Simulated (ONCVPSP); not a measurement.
What one change does to a pseudopotential (Be (Z = 4), ONCV)

Be, optimised norm-conserving Vanderbilt (ONCV), made with ONCVPSP 4.0.1 (LDA (Perdew-Wang 92), scalar-relativistic). Core none, reference 1s2 2s2. Waves: 1s+2s: rc 0.65 bohr, ncon 5, nbas 8, qcut 15.9 1/bohr, 2 projectors; p scattering state at 0.21 Ha: rc 0.55 bohr, ncon 5, nbas 9, qcut 17.2 1/bohr, 2 projectors, debl 2.1 Ha; d scattering state at 0.34 Ha: rc 0.65 bohr, ncon 3, nbas 6, qcut 15.5 1/bohr, 3 projectors, debl 1.5 Ha. Local part: polynomial inside 0.35 bohr (lpopt 5, dvloc0 0 Ha). Core correction: none.

Change: s: qcut 11.5; p: qcut 12.5; d: qcut 11.2.

Cutoffs: the cutoffs (Ha) at which the residual kinetic energy of the hardest occupied pseudo-wave falls to 1 and 0.1 mHa per electron; they do not see the model core or the augmentation charge, which bear on the density cutoff. Errors are all-electron minus pseudo energies relative to the spin-unpolarised reference configuration.

Question: Predict the effect on cutoff, ghosts and configuration errors.

Answer: The potential gets harder (120 Ha and 323 Ha → 345 Ha and 406 Ha); both files keep a bound ghost (d); of the 4 tests that both files solve, the error grows in 2 and shrinks in 0 by more than 15 % and 0.3 meV (median size 1.2 → 1.7 meV).

| quantity | base | changed |
| --- | --- | --- |
| cutoff, loose | 120 Ha | 345 Ha |
| cutoff, tight | 323 Ha | 406 Ha |
| bound ghosts | d | d |
| GHOST(+) flags under 300 eV | none | none |
| error for 1s2 2s1, meV [ΔE 9.51 eV] | +0.3 | +0.4 |
| error for 1s2 2s0, meV [ΔE 27.29 eV] | +2.1 | +3.0 |
| error for 1s2 2s1.5, meV [ΔE 3.75 eV] | +0.1 | +0.1 |
| error for 1s1 2s2, meV [ΔE 126.73 eV] | +444 | +699 |
| s: phases at 0.66 bohr within 0.05 rad from the reference energy up to (Ha; the scan ends near 5) | to the end of the scan | to the end of the scan |
| p: phases at 0.56 bohr within 0.05 rad from the reference energy up to (Ha; the scan ends near 5) | to the end of the scan | to the end of the scan |
| d: phases at 0.66 bohr within 0.05 rad from the reference energy up to (Ha; the scan ends near 5) | to the end of the scan | to the end of the scan |

 A true bound ghost makes a file unfit for plane-wave use even where its test errors are small: the radial tests pick states by their node count and pass the ghost by.
